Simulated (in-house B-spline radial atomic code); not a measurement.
Values are calculated unless marked as measured or tabulated.
## Making a Troullier-Martins s channel for Co, r_c = 3.25 bohr

Co, [Ar] 3d7 4s2, non-relativistic LDA (VWN5), spherical and spin-unpolarised, from a B-spline radial code for spherical atoms (atomic units). The all-electron 4s level is ε = -0.204497 hartree, its outermost node lies just inside 0.98 bohr and its outer maximum at 2.32 bohr.

Inside r_c the pseudo-orbital is u(r) = r^1 exp(p(r)), with p = c0 + c2 r² + c4 r⁴ + … + c12 r¹². The seven coefficients follow from p and its first four derivatives at r_c, from zero curvature of the screened potential at the origin, c4 = −c2²/(2l + 5), and from the norm inside r_c. At r_c the all-electron orbital has P = 0.5344337, P' = -0.1716454, the screened potential V = -0.2542695, V' = 0.1592249, V'' = -0.1486449, and the norm inside is Q = 0.6740704.

Q: What are p, p' and p'' at r_c?

A: p = ln(P/r_c^1) = ln(0.5344337/3.25) = -1.80520. p' = P'/P − 1/r_c = -0.32117 − 0.30769 = -0.62886. The radial equation gives p'' = 2(V − ε) − 2(1) p'/r_c − p'² = -0.09954 − (-0.38699) − 0.39547 = -0.10802. Differentiating, p''' = 2V' + 2(1)p'/r_c² − 2(1)p''/r_c − 2p'p'' = 0.12999, and p'''' = 2V'' − 4(1)p'/r_c³ + 4(1)p''/r_c² − 2(1)p'''/r_c − 2p''² − 2p'p''' = -0.20476.

For a trial c2 the five matching conditions are linear in c0, c6, c8, c10 and c12, and c2 is varied until the norm inside r_c equals Q. The root nearest zero gives:

```json
{"n": "0", "c_n": "-1.325926"}
{"n": "2", "c_n": "0.06830945"}
{"n": "4", "c_n": "-0.0009332361"}
{"n": "6", "c_n": "-0.004879675"}
{"n": "8", "c_n": "0.0006984524"}
{"n": "10", "c_n": "-3.940998e-05"}
{"n": "12", "c_n": "8.218361e-07"}
```

Q: Check c4 and p(r_c), and find the screened pseudopotential at the origin.

A: −c2²/5 = -0.000933236, as listed. The terms c_n r_c^n are -1.32593, 0.72152, -0.10412, -5.75031, 8.69368, -5.18131, 1.14126, which sum to -1.80520. Inverting the radial equation, V_l(r) = ε + 1 p'/r + (p'' + p'²)/2, so V_l(0) = ε + (2l + 3) c2 = -0.204497 + 3 × (0.0683094) = 0.0004 hartree, finite where the all-electron potential diverges.

Orbitals and screened potentials:

```tsv
r (bohr)	P	u	V all-electron	V pseudo
0.325	-0.02783	0.08693	-34.6	-0.0006928
0.812	-0.1551	0.2252	-5.741	-0.03848
1.3	0.3003	0.3794	-1.906	-0.1992
1.788	0.561	0.5301	-0.9066	-0.4587
2.275	0.6351	0.618	-0.5326	-0.5745
2.762	0.6075	0.6064	-0.3546	-0.4111
3.25	0.5344	0.5344	-0.2543	-0.2543
```

Logarithmic derivatives P'/P at R = 3.55 bohr, for energies E around ε:

| E − ε (hartree) | all-electron | pseudo |
| --- | --- | --- |
| -0.5 | 0.88608 | 0.878422 |
| -0.25 | 0.497499 | 0.491148 |
| -0.1 | 0.100315 | 0.0975748 |
| 0 | -0.374535 | -0.374535 |
| 0.1 | -1.46492 | -1.49109 |
| 0.25 | 14.5645 | 9.42389 |
| 0.5 | 1.52231 | 1.22713 |

Q: With P(R) = 0.4813059 and a norm of 0.7515856 inside R, what slope in energy does norm conservation fix?

A: d(P'/P)/dE = −2 × (norm inside R)/P(R)² = -6.4888 per hartree·bohr at E = ε, for both atoms, since orbital and norm agree at R. Differences over ±0.1 hartree give -7.8262 (all-electron) and -7.9433 (pseudo), which also hold third-order terms. Half a hartree below ε the two curves differ by -0.0077.
